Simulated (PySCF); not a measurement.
C3H5FSi. Atoms are numbered in the order given.

```xyz
10

F      2.6954     0.1143    -0.6228
C      1.6417     0.8933    -0.2928
C      0.5740     0.4405     0.3400
C     -0.5319     0.0175     0.9219
Si    -2.0190    -0.6234    -0.0525
H      1.7672     1.9473    -0.5949
H     -0.5944     0.0305     2.0299
H     -3.2344     0.2045     0.2714
H     -2.3117    -2.0470     0.3397
H     -1.7222    -0.5448    -1.5213
```
Charge 0, spin multiplicity 1.

Geometry: PBE-D3(BJ)/def2-SVP. The structure was generated by enumeration, and PubChem lists no compound with its InChIKey, so it may never have been made.

The numbers are results of PBE-D3(BJ)/def2-SVP run with PySCF, not measurements.

Frequencies are harmonic and unscaled.

Computed normal modes with their intensities:
```tsv
mode	ν (cm⁻¹)	IR (km/mol)	moving atoms (share of kinetic energy)
1	84	0.1	H 84 %
2	100	0.1	F 29 %, C 27 %, Si 26 %, H 17 %
3	190	1.7	C 54 %, H 27 %, F 16 %
4	254	0.7	C 55 %, F 21 %, H 19 %
5	400	17.5	C 67 %, H 23 %, Si 10 %
6	538	17.2	H 45 %, C 27 %, Si 17 %, F 11 %
7	599	11.6	H 77 %, C 13 %
8	638	9.5	C 57 %, H 20 %, F 16 %
9	731	33.9	H 51 %, C 42 %
10	739	10.9	C 45 %, H 43 %, Si 11 %
11	833	40.2	H 82 %, C 17 %
12	881	263.1	H 90 %, Si 10 %
13	903	26.6	H 97 %
14	914	51.9	H 97 %
15	1004	42.9	C 56 %, H 30 %, F 14 %
16	1125	58.9	H 53 %, C 30 %, F 16 %
17	1211	35.2	H 74 %, C 19 %
18	1378	155.0	C 71 %, H 26 %
19	2013	5.6	C 99 %
20	2158	92.2	H 98 %
21	2163	97.4	H 96 %
22	2192	70.6	H 96 %
23	3027	2.6	H 92 %, C 8 %
24	3107	4.2	H 92 %, C 8 %
```
